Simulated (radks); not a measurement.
The numbers below are computed, except where a source is named.
Charge is removed step by step from the 3p level of Al, starting from [Ne] 3s2 3p1. Level of theory: scalar-relativistic Kohn-Sham, BLYP, spin-unpolarised, spherical densities, finite nucleus; Fermi nuclear charge, rms radius 3.061 fm (a radial shooting solver on a logarithmic mesh with Libxc functionals).

| removed (e) | E - E(0) (eV) | eigenvalue (eV) | E minus straight line (eV) |
|---|---|---|---|
| 0 | 0.000 | -2.563 | 0.000 |
| 0.1 | 0.284 | -3.126 | -0.278 |
| 0.2 | 0.626 | -3.708 | -0.500 |
| 0.3 | 1.026 | -4.309 | -0.662 |
| 0.4 | 1.488 | -4.927 | -0.763 |
| 0.5 | 2.012 | -5.562 | -0.801 |
| 0.6 | 2.601 | -6.212 | -0.775 |
| 0.7 | 3.255 | -6.877 | -0.684 |
| 0.8 | 3.977 | -7.556 | -0.525 |
| 0.9 | 4.767 | -8.249 | -0.297 |
| 1 | 5.627 | -8.954 | 0.000 |

Removing the whole electron costs 5.627 eV by Delta-SCF, against 2.563 eV from minus the eigenvalue at the starting occupation. Slater's transition state (half an electron removed) gives 5.562 eV. Integrating minus the eigenvalue over the occupation (Janak's theorem) gives 5.627 eV. In this scalar-relativistic scheme the density is built from large components alone, so the theorem holds only approximately. The mean slope of the eigenvalue, de/dn, is 6.39 eV per electron. Ionisation energy of Al in the NIST Atomic Spectra Database: 5.986 eV (measured).

Beside tabulated values, note that spin-unpolarised runs miss the spin-polarisation part of the exchange energy of open shells.
